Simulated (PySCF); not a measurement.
## Electric properties by functional and basis

H6OSSi2.
SMILES: `[SiH3]S[SiH2]O`

PySCF, dipoles from the SCF density, polarisabilities from static response with core orbitals frozen. Isolated species at its PBE0-D3(BJ)/def2-SVP geometry (one conformer only).

The anisotropy is √(½[(α1 − α2)² + (α2 − α3)² + (α3 − α1)²]).

```json
{"level": "LDA/def2-SVPD", "μ (D)": "0.772", "α (Å³)": "12.67", "anisotropy (Å³)": "4.45"}
{"level": "PBE/def2-SVPD", "μ (D)": "0.693", "α (Å³)": "12.42", "anisotropy (Å³)": "4.36"}
{"level": "B3LYP/def2-SVPD", "μ (D)": "0.787", "α (Å³)": "11.98", "anisotropy (Å³)": "3.93"}
{"level": "PBE0/def2-SVPD", "μ (D)": "0.784", "α (Å³)": "11.89", "anisotropy (Å³)": "3.93"}
{"level": "BHandHLYP/def2-SVPD", "μ (D)": "0.882", "α (Å³)": "11.47", "anisotropy (Å³)": "3.54"}
{"level": "CAM-B3LYP/def2-SVPD", "μ (D)": "0.853", "α (Å³)": "11.78", "anisotropy (Å³)": "3.72"}
{"level": "wB97X-D/def2-SVPD", "μ (D)": "0.820", "α (Å³)": "11.74", "anisotropy (Å³)": "3.72"}
{"level": "LC-wPBE/def2-SVPD", "μ (D)": "0.854", "α (Å³)": "11.51", "anisotropy (Å³)": "3.61"}
{"level": "PBE0/6-31G*", "μ (D)": "0.818", "α (Å³)": "9.25", "anisotropy (Å³)": "3.62"}
{"level": "PBE0/def2-SVP", "μ (D)": "0.678", "α (Å³)": "9.72", "anisotropy (Å³)": "3.59"}
```

The dipole runs from 0.68 D (PBE0/def2-SVP) to 0.88 D (BHandHLYP/def2-SVPD). No reference polarisability is at hand; against PBE0 in the largest diffuse basis at hand (def2-SVPD) the other PBE0 rows deviate by 6-31G* -22%, def2-SVP -18%. In one basis (def2-SVPD) the functionals order the polarisability from BHandHLYP (lowest) to LDA (highest), a spread of 11%. With PBE0 the polarisability is 9.49 Å³ without diffuse functions (mean of 6-31G* and def2-SVP) and 11.89 Å³ with them (def2-SVPD).

Without π bonds the low states are Rydberg-like; a valence basis with one diffuse set may place them up to an eV too high.
